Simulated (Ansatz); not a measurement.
`N[SiH](S)I` + CH₄ → `C[SiH](N)I` + H₂S at 600 K and 1 bar (formal exchange of groups at the Si–S bond).

Isolated molecules relaxed with PBE0-D4/def2-TZVP in Ansatz; ΔE leaves out vibrations. CBS: MP2 limit from def2 TZ/QZ plus the TZ coupled-cluster correction, frozen cores. This one scheme is used for every species. Elements past krypton have def2 core potentials. For I outer-core shells are correlated without core-valence functions, which leaves a few kJ/mol of doubt a bond. One conformer a species, not always the lowest.

| species | CCSD(T)/CBS energy (Eh) | H − E (kJ/mol) | S (J/(mol·K)) |
| --- | --- | --- | --- |
| `N[SiH](S)I` | -1041.51161 | 177.7 | 438.5 |
| CH₄ | -40.46206 | 140.4 | 215.7 |
| `C[SiH](N)I` | -682.97750 | 251.1 | 439.7 |
| H₂S | -398.97279 | 60.8 | 230.9 |

H − E and S are ideal-gas, rigid-rotor, harmonic terms from PBE0-D4/def2-TZVP, for one conformer and one mirror image of each species. 1 Eh = 2625.50 kJ/mol, R = 8.31446 J/(mol·K).

Question: By hand: ΔE, ΔH, ΔS and ΔG.

Answer: ΔE = (-682.97750) + (-398.97279) − (-1041.51161) − (-40.46206) = 0.02338 Eh = 61.4 kJ/mol. Δ(H − E) = 251.1 + 60.8 − 177.7 − 140.4 = -6.2, so ΔH = 55.2 kJ/mol. ΔS = 439.7 + 230.9 − 438.5 − 215.7 = 16.4 J/(mol·K). ΔG = 55.2 − 600 × (16.4)/1000 = 45.4 kJ/mol.

Question: By hand: the equilibrium constant, and the temperature at which ΔG would vanish if ΔH and ΔS stayed fixed.

Answer: log₁₀ K = −ΔG/(RT ln 10) = -4.0. ΔG = 0 at ΔH/ΔS = 3366 K, far beyond where these terms or the molecules hold.

ΔH outweighs TΔS. A doubt of 5 kJ/mol in ΔE shifts log₁₀ K by 0.4 here. Other conformers and mirror images would add mixing entropy, several J/(mol·K) or more a flexible species. These are equilibria of isolated gas molecules and say nothing of rates. Largest T1 diagnostic: 0.009 (customary marks: 0.02 for closed shells, 0.045 for open ones).
